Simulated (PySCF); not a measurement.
Predicted microwave data (CAM-B3LYP/def2-SVPD in PySCF (dipole) on a GFN2-xTB geometry, gas phase) for one isomer of C6H10NP:

| Item | Value |
| --- | --- |
| Rotational constants | A = 2381, B = 1709, C = 1089 MHz |
| Dipole components | \|μa\| = 1.89 D, \|μb\| = 3.29 D, \|μc\| = 0.03 D |
| Inertial defect | -43.83 u·Å² |
| κ | -0.04 |

Question: Which structure is it? (One computed conformer of each.)
A. `[CH3:1][P:2]([CH3:3])[n:4]1[cH:5][cH:6][cH:7][cH:8]1` with C1–P2–N4–C5 130°
B. `[N:1]#[C:2][CH2:3][PH:4][CH:5]1[CH2:6][CH2:7][CH2:8]1` with C2–C3–P4–C5 57°, C3–P4–C5–C6 -174°, P4–C5–C6–C7 -130°, C5–C6–C7–C8 12°, C6–C7–C8–C5 -12°, P4–C5–C8–C7 130°
C. `[N:1]#[C:2][CH2:3][CH2:4][PH:5][CH:6]1[CH2:7][CH2:8]1` with C2–C3–C4–P5 -179°, C3–C4–P5–C6 -171°, C4–P5–C6–C7 -163°
D. `[CH3:1][CH2:2][c:3]1[p:4][cH:5][cH:6][n:7]1[CH3:8]` with C1–C2–C3–P4 -89°

Answer: D. It is CCc1pccn1C, an asymmetric top, point group C1. The candidates at the same level (rigid rotor, commonest isotopes):

```
      SMILES  A (MHz)  B (MHz)  C (MHz)  μa (D)  μb (D)  μc (D)  Δ (u·Å²)  point group                        rotor
 N#CCPC1CCC1     3049     1022    920.7    1.96    1.92    1.51   -111.57           C1  near-prolate asymmetric top
CP(C)n1cccc1     3596     1166     1140    1.79    0.92    0.00   -130.61           Cs  near-prolate asymmetric top
 N#CCCPC1CC1     5483    644.9    601.3    3.79    1.16    0.42    -35.36           C1  near-prolate asymmetric top
  CCc1pccn1C     2381     1709     1089    1.89    3.29    0.03    -43.83           C1               asymmetric top
```

`CP(C)n1cccc1` has A 51 % too high; `N#CCPC1CCC1` has B 40 % too low; `N#CCCPC1CC1` has A 130 % too high. No structure here is proved a minimum.
